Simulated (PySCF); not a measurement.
# Relaxation of singlet PbH2

These are results of PySCF, PBE0, basis Pb def2-TZVP with ECP60, H def2-TZVP (scalar-relativistic core potentials, no spin–orbit coupling, density fitting), not measurements. A (50,194) grid was used.

A hand-made bent start, of C2v symmetry, held to at least that symmetry:

```xyz
3
charge 0 multiplicity 1, angstrom
Pb    0.0000    0.0000   -0.0097
H     1.4417    0.0000    0.9998
H    -1.4417    0.0000    0.9998
```

Question: What does it relax to?

Answer: It ends at C2v with Pb–H 1.843 Å (×2); H–Pb–H 90.1°. A frequency run shows a minimum.

Question: How much energy is released, and in how many steps?

Answer: 25.8 kJ/mol in 5 steps.

Spin–orbit coupling, left out here, can matter for elements this heavy.
